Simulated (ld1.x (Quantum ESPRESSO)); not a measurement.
## Reading a pseudo-wave (Tm)

Columns: radius, all-electron u(r) and pseudo u(r) of the 5d shell (level -0.95 eV) of thulium in the configuration [Kr] 4d10 4f13 5s2 5p6 5d0 6s2 6p0; LDA (PZ), scalar-relativistic, TM semilocal scheme, ld1.x (Quantum ESPRESSO) 7.5.

| r (bohr) | all-electron | pseudo |
| --- | --- | --- |
| 0.118 | 0.1250 | 0.0008 |
| 0.235 | -0.0033 | 0.0063 |
| 0.353 | -0.1626 | 0.0206 |
| 0.470 | -0.1880 | 0.0459 |
| 0.588 | -0.1181 | 0.0833 |
| 0.705 | -0.0115 | 0.1308 |
| 0.822 | 0.0987 | 0.1857 |
| 0.940 | 0.1985 | 0.2446 |
| 1.058 | 0.2819 | 0.3026 |
| 1.175 | 0.3482 | 0.3556 |
| 1.292 | 0.3998 | 0.4015 |
| 1.410 | 0.4393 | 0.4391 |
| 1.528 | 0.4685 | 0.4681 |
| 1.645 | 0.4892 | 0.4890 |
| 1.763 | 0.5034 | 0.5034 |
| 1.880 | 0.5123 | 0.5123 |
| 1.998 | 0.5170 | 0.5171 |
| 2.115 | 0.5186 | 0.5186 |
| 2.232 | 0.5176 | 0.5176 |
| 2.350 | 0.5146 | 0.5146 |
| 2.468 | 0.5101 | 0.5101 |
| 2.585 | 0.5045 | 0.5045 |
| 2.702 | 0.4980 | 0.4980 |
| 2.820 | 0.4908 | 0.4908 |
| 2.938 | 0.4830 | 0.4830 |
| 3.055 | 0.4750 | 0.4750 |

How many radial nodes do the two functions have?

The all-electron 5d function has n − l − 1 = 2; the pseudo-wave has 0, since the states of the same l below it are removed with the core.

Where does each function peak?

Outermost all-electron maximum near 2.12 bohr, pseudo maximum near 2.12 bohr (to the table’s step).

Is the pseudo-wave norm-conserving?

Yes: the TM semilocal scheme keeps the norm inside the radius equal to the all-electron one, which fixes the energy derivative of the logarithmic derivative at the level.
